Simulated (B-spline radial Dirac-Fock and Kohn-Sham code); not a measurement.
Elastic electron scattering at 50 keV, H to Cu

Calculated with a B-spline atomic structure program, using relativistic (Dirac) partial waves in the static field of the Dirac-Fock atom with Furness-McCarthy exchange, without polarisation or absorption potentials. σ_tr1 and σ_tr2 weight the cross section with 1 − P₁ and 1 − P₂ of cos θ; "backward" is the share scattered beyond 90°.

| Z | element | σ (a₀²) | σ_tr1 (a₀²) | σ_tr2 (a₀²) | backward (%) | dσ/dΩ at 90° (a₀²/sr) |
| --- | --- | --- | --- | --- | --- | --- |
| 1 | H | 0.00229 | 4.21e-06 | 1.12e-05 | 0.0098 | 7.44e-08 |
| 2 | He | 0.00347 | 1.48e-05 | 3.87e-05 | 0.026 | 2.99e-07 |
| 3 | Li | 0.0225 | 3.28e-05 | 8.58e-05 | 0.0091 | 6.75e-07 |
| 4 | Be | 0.0357 | 5.80e-05 | 0.000151 | 0.010 | 1.20e-06 |
| 5 | B | 0.0450 | 8.97e-05 | 0.000234 | 0.013 | 1.89e-06 |
| 6 | C | 0.0506 | 0.000127 | 0.000331 | 0.016 | 2.73e-06 |
| 7 | N | 0.0545 | 0.000171 | 0.000442 | 0.021 | 3.74e-06 |
| 8 | O | 0.0574 | 0.000219 | 0.000566 | 0.026 | 4.91e-06 |
| 9 | F | 0.0595 | 0.000273 | 0.000702 | 0.032 | 6.25e-06 |
| 10 | Ne | 0.0612 | 0.000331 | 0.000850 | 0.038 | 7.76e-06 |
| 12 | Mg | 0.126 | 0.000470 | 0.00120 | 0.027 | 1.13e-05 |
| 13 | Al | 0.160 | 0.000549 | 0.00140 | 0.025 | 1.33e-05 |
| 14 | Si | 0.184 | 0.000635 | 0.00162 | 0.026 | 1.56e-05 |
| 15 | P | 0.201 | 0.000725 | 0.00184 | 0.027 | 1.80e-05 |
| 16 | S | 0.215 | 0.000821 | 0.00209 | 0.029 | 2.06e-05 |
| 17 | Cl | 0.226 | 0.000923 | 0.00234 | 0.031 | 2.34e-05 |
| 18 | Ar | 0.234 | 0.00103 | 0.00260 | 0.034 | 2.64e-05 |
| 19 | K | 0.308 | 0.00114 | 0.00289 | 0.029 | 2.96e-05 |
| 20 | Ca | 0.368 | 0.00126 | 0.00319 | 0.027 | 3.31e-05 |
| 21 | Sc | 0.377 | 0.00139 | 0.00350 | 0.029 | 3.67e-05 |
| 22 | Ti | 0.382 | 0.00152 | 0.00381 | 0.032 | 4.06e-05 |
| 23 | V | 0.385 | 0.00165 | 0.00413 | 0.035 | 4.47e-05 |
| 24 | Cr | 0.356 | 0.00178 | 0.00446 | 0.042 | 4.90e-05 |
| 25 | Mn | 0.386 | 0.00192 | 0.00480 | 0.042 | 5.35e-05 |
| 26 | Fe | 0.386 | 0.00207 | 0.00515 | 0.046 | 5.83e-05 |
| 27 | Co | 0.385 | 0.00222 | 0.00551 | 0.050 | 6.34e-05 |
| 28 | Ni | 0.383 | 0.00237 | 0.00587 | 0.055 | 6.87e-05 |
| 29 | Cu | 0.355 | 0.00252 | 0.00623 | 0.064 | 7.43e-05 |
